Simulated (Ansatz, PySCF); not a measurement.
The pair A = GaH3 (SMILES [GaH3]) (first 4 atoms), B = CH4O (SMILES CO); geometry from B3LYP-D3(BJ)/def2-TZVP.
(charge 0, multiplicity 1):
```tsv
atom	x (Å)	y (Å)	z (Å)
Ga	-0.0601	-0.8509	0.7034
H	-1.2918	0.0285	0.2673
H	-0.3459	-2.2027	1.4766
H	1.3315	-0.6872	-0.0221
C	-0.3798	0.2670	3.5886
O	0.5015	0.3143	2.4512
H	-0.4519	-0.7478	3.9819
H	-1.3544	0.5868	3.2298
H	-0.0296	0.9544	4.3586
H	1.3991	0.0824	2.7165
```

Frozen-core correlation. Filled d and f shells under p-block atoms count as core. CBS: X⁻³ extrapolation of the correlation energy, Hartree–Fock from the larger set. MP2 and its Hartree–Fock in aug-cc-pVTZ are density fitted.

Codes used: Ansatz (a quantum-chemistry and plane-wave program) with Gaussian orbitals; PySCF for the dispersion terms. Each number belongs to the level named beside it.

The monomers are drawn apart, rigid, along the line of their centres of mass. Counterpoise-corrected interaction energies (kcal/mol):

| level | R = 3.460 Å | R = 4.330 Å |
|---|---|---|
| PBE/def2-TZVPPD | -7.2122 | -2.4840 |
| PBE-D3(BJ)/def2-TZVPPD | -8.0849 | -2.8832 |
| wB97M-V/def2-TZVPPD | -8.0958 | -2.8238 |
| MP2/CBS(aug-cc-pVDZ, aug-cc-pVTZ) + ΔCCSD(T)/aug-cc-pVDZ | -8.1591 | -2.9687 |

Question: R is the distance of the centres of mass. Find the local exponent m of E ∝ R⁻ᵐ between the two points.

Answer: 
m = ln(E₁/E₂)/ln(R₂/R₁): PBE/def2-TZVPPD 4.8; PBE-D3(BJ)/def2-TZVPPD 4.6; wB97M-V/def2-TZVPPD 4.7; MP2/CBS(aug-cc-pVDZ, aug-cc-pVTZ) + ΔCCSD(T)/aug-cc-pVDZ 4.5. For scale, two fixed dipoles give m = 3, dipole and quadrupole 4, quadrupoles 5, and dispersion or dipole-induced dipole 6 at long range; at these distances several terms mix, and what is left of overlap and damping shifts m, so it need not match one of them.
